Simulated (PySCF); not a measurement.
## Spinor energies of Br⁵⁺ (bromine, charge +5)

Start: [Ar] 3d10 4s2. Calculated with PySCF 2.14 in x2c-TZVPPall-2c with one added diffuse shell each of s, p, d type (7s8p5d1f, 63 functions): generalised Hartree-Fock with the X2C-1e Hamiltonian and a Gaussian nucleus; spin-orbit coupling (SO) screened by Boettger's factors.

```
spinor shell  electrons  ε, screened SO (eV)  weight of nominal j (screened SO)  rms radius, screened SO (bohr)
       1s1/2          2             -13630.3                              1.000                          0.0492
       2s1/2          2              -1897.6                              1.000                           0.205
       2p1/2          2              -1709.6                              1.000                           0.180
       2p3/2          4              -1661.4                              1.000                           0.184
       3s1/2          2              -348.03                              1.000                           0.586
       3p1/2          2              -280.57                              1.000                           0.600
       3p3/2          4              -273.24                              1.000                           0.610
       3d3/2          4              -156.95                              1.000                           0.639
       3d5/2          6              -155.82                              1.000                           0.642
       4s1/2          2              -85.517                              1.000                            1.58
```

```tsv
quantity	screened SO
E (hartree)	-2598.22427
M_J	0
⟨J²⟩	0.000
⟨L²⟩	0.003
⟨S²⟩	0.003
```
